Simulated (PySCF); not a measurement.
**Xe²⁺: ionisation energy**

Xe²⁺ [Kr] 4d10 5s2 5p4 (3P) → Xe³⁺ [Kr] 4d10 5s2 5p3 (4S), as a difference of total energies. Calculation: PySCF 2.14, in aug-cc-pVQZ-PP with ECP28MDF (7s7p5d3f2g, 92 functions); a scalar-relativistic core potential. Correlated levels: valence: 4s2 4p6 4d10 frozen. The calculations carry no spin-orbit coupling.

```
           method  ionisation energy (eV)
              UHF                  29.370
              PBE                  30.478
             PBE0                  30.501
           r2SCAN                  30.523
            B97-3                  30.455
             TPSS                  30.475
           M06-2X                  30.117
    MP2 (valence)                  30.136
SCS-MP2 (valence)                  30.227
```

**Question.** Estimate what BLYP gives.

**Answer.** 30.487 eV, closest to PBE among the rows shown.

**Question.** Estimate what LDA gives.

**Answer.** 30.820 eV, closest to r2SCAN among the rows shown.

The reference lies between the lowest fine-structure levels, while these numbers refer to the centres of the terms.

Errors of the correlated levels include the incompleteness of this basis and the frozen core.

For comparison: 31.05 ± 0.04 eV (semi-empirical (NIST evaluation); NIST Atomic Spectra Database, ionization energies).
